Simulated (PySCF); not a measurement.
C₄H₆ClF, SMILES C[C@@]1(C[C@H]1Cl)F.

Coordinates come from a B3LYP-D3(BJ)/def2-SVP optimisation. The structure was generated by enumeration; whether it is a known compound was not checked.

Computed with PySCF with TDA-CAM-B3LYP/def2-SVPD.

Vertical excitations. The molecule is in vacuum.

| state | energy (eV) | λ (nm) | f | main pairs |
|---|---|---|---|---|
| S1 | 6.78 | 183 | 0.004 | HOMO→LUMO+1 74 %, HOMO→LUMO 14 % |
| S2 | 7.18 | 173 | 0.008 | HOMO−1→LUMO+1 70 %, HOMO−1→LUMO 15 % |
| S3 | 7.57 | 164 | 0.015 | HOMO→LUMO 71 %, HOMO→LUMO+1 11 % |
| S4 | 7.91 | 157 | 0.005 | HOMO−1→LUMO 68 % |
| S5 | 8.31 | 149 | 0.019 | HOMO−2→LUMO+1 65 % |
| S6 | 8.47 | 146 | 0.049 | HOMO→LUMO+2 76 % |
| S7 | 8.60 | 144 | 0.071 | HOMO→LUMO+4 43 %, HOMO→LUMO+3 32 % |
| S8 | 8.72 | 142 | 0.013 | HOMO−1→LUMO+2 68 %, HOMO→LUMO+3 12 % |
| S9 | 8.74 | 142 | 0.002 | HOMO→LUMO+4 32 %, HOMO→LUMO+3 30 %, HOMO−1→LUMO+3 10 %, HOMO→LUMO+2 6 % |
| S10 | 8.91 | 139 | 0.030 | HOMO−1→LUMO+4 30 %, HOMO−1→LUMO+3 13 %, HOMO−1→LUMO+2 9 %, HOMO−2→LUMO 8 % |
| T1 | 6.09 | 204 | 0 | HOMO→LUMO+1 71 % |
| T2 | 6.55 | 189 | 0 | HOMO−1→LUMO+1 64 %, HOMO−2→LUMO+1 10 % |
| T3 | 7.36 | 168 | 0 | HOMO→LUMO 56 %, HOMO−2→LUMO+1 11 % |
| T4 | 7.63 | 163 | 0 | HOMO−1→LUMO 34 %, HOMO−2→LUMO+1 21 %, HOMO→LUMO 15 % |
Triplets are in the Tamm–Dancoff approximation.
